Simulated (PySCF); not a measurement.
Two species compared at the same levels of theory.

First species: C2H14NPSi4.
Z-matrix (Å and degrees, GFN2-xTB geometry), rows numbered from 1:
```
C 
C   1  1.5235
Si  2  1.9135  1  113.64
N   3  1.7337  2  103.45  1    77.20
Si  3  2.3955  2  113.66  1   -54.46
Si  5  2.3839  3   88.14  2  -123.54
P   6  2.2481  5  114.08  3  -109.80
Si  3  2.3711  2  117.07  1  -158.93
H   1  1.0893  2  111.01  3   178.49
H   1  1.0879  2  110.88  3   -61.53
H   1  1.0881  2  110.64  3    58.34
H   2  1.0905  1  108.81  3  -121.33
H   2  1.0904  1  109.17  3   122.81
H   4  1.0066  3  119.90  2   179.59
H   4  1.0078  3  120.83  2   -37.19
H   5  1.4713  3  118.83  2    -4.99
H   5  1.4751  3  117.49  2   118.18
H   6  1.4762  5  120.14  3   130.63
H   7  1.3789  6   95.48  5   -41.78
H   7  1.3815  6   94.09  5    50.47
H   8  1.4681  3  118.00  2  -119.30
H   8  1.4687  3  116.03  2     4.33
```

Second species: C₆H₉NOSi.
InChI=1S/C6H9NOSi/c1-5-3-8-6(2-7)4-9-5/h6H,1,3-4,9H2/t6-/m0/s1

Levels: PBE0/pcSseg-1 for HOMO energy, LUMO energy and HOMO–LUMO gap. Geometries: GFN2-xTB. Each structure is a single optimised conformer of the isolated species, non-relativistic unless stated. Electronic properties by PySCF.

Dipoles, sizes and rotational constants follow the conformer. The torsions of the flexible species, by atom-mapped SMILES:
- `[CH3:1][CH2:2][Si@:3]1([NH2:4])[SiH2:5][Si@@H:6]([PH2:7])[SiH2:8]1`: C1–C2–Si3–N4 77°, H–N4–Si3–C2 180°, H–N4–Si3–C2 -37°, H–P7–Si6–Si5 -42°, H–P7–Si6–Si5 50°

The conformers of `C=C1CO[C@@H](C#N)C[SiH2]1` aren't listed.

Values for the first species:

- HOMO energy: -6.51 eV
- LUMO energy: -1.56 eV
- HOMO–LUMO gap: 4.95 eV

Q: Estimate the same properties for the second species, and the change in each.

A: 
```tsv
property	first	second	second less first
HOMO energy	-6.51 eV	-7.92 eV	-1.41 eV
LUMO energy	-1.56 eV	-0.58 eV	+0.98 eV
HOMO–LUMO gap	4.95 eV	7.34 eV	+2.39 eV
```

